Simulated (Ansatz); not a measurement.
CH5N (SMILES CN), charge 0, multiplicity 1, relaxed at each level with Ansatz (a program for electronic structure); harmonic frequencies from differences of analytic forces, average atomic masses, frozen cores.

```
level               C1–N2 (Å)  C1–H3 (Å)  C1–H4 (Å)  C1–H5 (Å)  N2–H6 (Å)  N2–H7 (Å)  N2–C1–H3 (°)  N2–C1–H4 (°)  N2–C1–H5 (°)  dipole (D)
------------------  ---------  ---------  ---------  ---------  ---------  ---------  ------------  ------------  ------------  ----------
HF/def2-TZVPP          1.4514     1.0826     1.0826     1.0887     0.9972     0.9972         109.4         109.4         114.5        1.35
PBE/def2-TZVPP         1.4665     1.0990     1.0990     1.1072     1.0208     1.0208         109.2         109.2         115.7        1.29
r2SCAN/def2-TZVPP      1.4620     1.0914     1.0914     1.0995     1.0131     1.0131         109.2         109.2         115.3        1.32
B3LYP/def2-TZVPP       1.4629     1.0906     1.0906     1.0979     1.0121     1.0121         109.2         109.2         115.2        1.30
PBE0/def2-TZVPP        1.4533     1.0917     1.0917     1.0990     1.0110     1.0110         109.4         109.4         115.4        1.30
wB97X-V/def2-TZVPP     1.4619     1.0925     1.0925     1.0991     1.0121     1.0121         109.3         109.3         114.9        1.34
CCSD(T)/cc-pVDZ        1.4734     1.1061     1.1061     1.1134     1.0264     1.0264         109.1         109.1         115.6        1.39
```

Measured: bond lengths of mixed type (r0, rs, rg or re) CN 1.471, NH 1.018, CH 1.093 Å [NIST CCCBDB].
